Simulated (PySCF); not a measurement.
C5H4F2O, SMILES C(/F)=C1\C(=O)[C@H](F)C1.

The structure is a stationary point at PBE0-D3(BJ)/def2-SVP. The structure was generated by enumeration; whether it is a known compound was not checked.

Two levels are set side by side: TDA-PBE/def2-SVPD (PySCF) and TDA-M06-2X/def2-SVPD (PySCF). Vertical, same geometry. The lowest singlet is HOMO→LUMO 100 % with PBE and HOMO→LUMO 83 % with the other functional; states are paired by order. Differences are taken from unrounded values.

| quantity | TDA-M06-2X |
|---|---|
| lowest singlet excitation (eV) | 3.51 |
| lowest triplet excitation (TDA) (eV) | 3.11 |
| first bright state (f over 0.05) (eV) | 5.99 |
| its oscillator strength | 0.34 |

Problem. What does TDA-PBE give, and how far is it from TDA-M06-2X? (The exact figures need the calculation; the answer reports its results.)

Solution. 
| quantity | TDA-PBE | TDA-PBE minus TDA-M06-2X |
|---|---|---|
| lowest singlet excitation (eV) | 3.06 | -0.45 |
| lowest triplet excitation (TDA) (eV) | 2.62 | -0.48 |
| first bright state (f over 0.05) (eV) | 5.34 | -0.64 |
| its oscillator strength | 0.20 | -0.14 |

Functionals without exact exchange tend to place singlet excitations lower, as here. Differences between two approximate levels are no errors against the true value.

Rough cost on one machine, each run with all the roots and properties that it gave: TDA-M06-2X against TDA-PBE about 9 times.
